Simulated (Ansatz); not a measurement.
Molecule: sum formula AlN2H4Cl, charge 0, multiplicity 1. 
Geometry from a B3LYP-D3(BJ)/def2-TZVP (Ansatz, a first-principles code) optimisation:
```xyz
8

N      1.5438    -1.2244     0.2724
Al    -0.0016    -0.3959     0.1083
N     -1.5537    -1.1808     0.3852
Cl     0.0067     1.6358    -0.4473
H      1.6689    -2.1895     0.5311
H      2.4347    -0.7815     0.1155
H     -2.4409    -0.7129     0.2931
H     -1.6867    -2.1423     0.6533
```
Charge 0, spin multiplicity 1.

Dipole moments at this geometry, in debye (magnitudes).

```json
[
 {"level": "PBE/def2-TZVPD", "program": "Ansatz", "dipole (D)": "2.44"},
 {"level": "BLYP/def2-TZVPD", "program": "Ansatz", "dipole (D)": "2.43"},
 {"level": "revPBE/def2-TZVPD", "program": "Ansatz", "dipole (D)": "2.44"},
 {"level": "BHLYP/def2-TZVPD", "program": "Ansatz", "dipole (D)": "2.48"},
 {"level": "r2SCANh/def2-TZVPD", "program": "Ansatz", "dipole (D)": "2.48"},
 {"level": "r2SCAN0/def2-TZVPD", "program": "Ansatz", "dipole (D)": "2.48"},
 {"level": "HSE06/def2-TZVPD", "program": "Ansatz", "dipole (D)": "2.47"},
 {"level": "LC-wPBE/def2-TZVPD", "program": "Ansatz", "dipole (D)": "2.53"},
 {"level": "wB97M-V/def2-TZVPD", "program": "Ansatz", "dipole (D)": "2.45"},
 {"level": "CCSD(T)/aug-cc-pV(D+d)Z", "program": "Ansatz", "dipole (D)": "2.42"}
]
```
